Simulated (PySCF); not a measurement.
**Radial density of Cr (chromium, neutral)**

UHF, [Ar] 3d5 4s1, high-spin 7S determinant. Calculation: PySCF 2.14, in jorge-DZP-DKH; scalar relativity by spin-free X2C-1e.

```json
{"r (bohr)": "0.000833", "4πr²ρ (e/bohr)": "0.1142", "4πr²(ρα − ρβ)": "0.0000"}
{"r (bohr)": "0.00140", "4πr²ρ (e/bohr)": "0.3006", "4πr²(ρα − ρβ)": "0.0000"}
{"r (bohr)": "0.00236", "4πr²ρ (e/bohr)": "0.7495", "4πr²(ρα − ρβ)": "0.0001"}
{"r (bohr)": "0.00397", "4πr²ρ (e/bohr)": "1.836", "4πr²(ρα − ρβ)": "0.0003"}
{"r (bohr)": "0.00667", "4πr²ρ (e/bohr)": "4.318", "4πr²(ρα − ρβ)": "0.0007"}
{"r (bohr)": "0.0112", "4πr²ρ (e/bohr)": "9.384", "4πr²(ρα − ρβ)": "0.0014"}
{"r (bohr)": "0.0189", "4πr²ρ (e/bohr)": "17.76", "4πr²(ρα − ρβ)": "0.0024"}
{"r (bohr)": "0.0317", "4πr²ρ (e/bohr)": "26.64", "4πr²(ρα − ρβ)": "0.0020"}
{"r (bohr)": "0.0534", "4πr²ρ (e/bohr)": "27.90", "4πr²(ρα − ρβ)": "-0.0042"}
{"r (bohr)": "0.0898", "4πr²ρ (e/bohr)": "22.02", "4πr²(ρα − ρβ)": "-0.0167"}
{"r (bohr)": "0.151", "4πr²ρ (e/bohr)": "27.48", "4πr²(ρα − ρβ)": "0.0268"}
{"r (bohr)": "0.254", "4πr²ρ (e/bohr)": "28.62", "4πr²(ρα − ρβ)": "0.4143"}
{"r (bohr)": "0.427", "4πr²ρ (e/bohr)": "11.50", "4πr²(ρα − ρβ)": "1.6524"}
{"r (bohr)": "0.719", "4πr²ρ (e/bohr)": "13.17", "4πr²(ρα − ρβ)": "3.3007"}
{"r (bohr)": "1.21", "4πr²ρ (e/bohr)": "8.123", "4πr²(ρα − ρβ)": "2.8952"}
{"r (bohr)": "2.03", "4πr²ρ (e/bohr)": "1.767", "4πr²(ρα − ρβ)": "1.3553"}
{"r (bohr)": "3.42", "4πr²ρ (e/bohr)": "0.4914", "4πr²(ρα − ρβ)": "0.4880"}
{"r (bohr)": "5.76", "4πr²ρ (e/bohr)": "0.07910", "4πr²(ρα − ρβ)": "0.0791"}
{"r (bohr)": "9.68", "4πr²ρ (e/bohr)": "0.001183", "4πr²(ρα − ρβ)": "0.0012"}
```

Densities and radii are taken from the X2C orbitals without a picture-change correction, which distorts them close to the nucleus.

Q: Where is the radial spin density 4πr²(ρα − ρβ) most negative, and why is it negative at all?

A: Around r = 0.0898 bohr, down to -0.0167 e/bohr: exchange with the open shell polarises the paired shells in an unrestricted calculation.
